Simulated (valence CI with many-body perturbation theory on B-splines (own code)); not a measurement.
Missing levels of Nd20+

Method: configuration interaction combined with many-body perturbation theory (CI+MBPT): four valence electrons over a frozen Dirac-Fock core [Kr], radial functions for each j: 9 s, 9 p, 10 d, 8 f, 5 g, 3 h, 1 i, with the one-electron correlation potential Σ1, the two-electron term Σ2, the three-electron term Σ3, Breit, model QED; selected CI, second order for the rest (own B-spline code, finite nucleus).

No measured levels were compared; by estimate terms of the open shell hold to 2 to 4 % of their energy, and close levels can change places. Only levels of the ground parity were solved; by the run's estimate the other parity begins above the list, which can be wrong where configurations are misplaced.

```csv
Level,E (cm⁻¹)
(4d3/2^4) J=0,0.0
(4d3/2^3 4d5/2) J=1,?
(4d3/2^3 4d5/2) J=2,39018
(4d3/2^3 4d5/2) J=3,48321
(4d3/2^3 4d5/2) J=4,49467
(4d3/2^2 4d5/2^2) J=0 [a],?
(4d3/2^2 4d5/2^2) J=4 [a],73857
(4d3/2^2 4d5/2^2) J=3 [a],?
(4d3/2^2 4d5/2^2) J=2 [a],83813
(4d3/2^2 4d5/2^2) J=5,88706
(4d3/2^2 4d5/2^2) J=1,?
(4d3/2^2 4d5/2^2) J=6,95255
(4d3/2^2 4d5/2^2) J=4 [b],?
(4d3/2^2 4d5/2^2) J=2 [b],105460
(4d3/2^2 4d5/2^2) J=3 [b],106940
(4d3/2 4d5/2^3) J=4 [a],?
(4d3/2 4d5/2^3) J=3 [a],125660
(4d3/2^2 4d5/2^2) J=2 [c],127890
(4d3/2 4d5/2^3) J=5,133610
(4d3/2 4d5/2^3) J=1 [a],135930
```

Levels are named by their leading jj configuration (3d3/2^4 stands for four electrons in 3d with j = 3/2), which in mixed levels can hold well under half, so a name can repeat and another be missing. Letters in brackets count levels of one name in rising energy.

**Question.** The levels stand in rising order. What does the calculation give for the missing energies?

**Answer.** (4d3/2^3 4d5/2) J=1 23388; (4d3/2^2 4d5/2^2) J=0 [a] 70626; (4d3/2^2 4d5/2^2) J=3 [a] 81980; (4d3/2^2 4d5/2^2) J=1 92175; (4d3/2^2 4d5/2^2) J=4 [b] 103010; (4d3/2 4d5/2^3) J=4 [a] 116010.
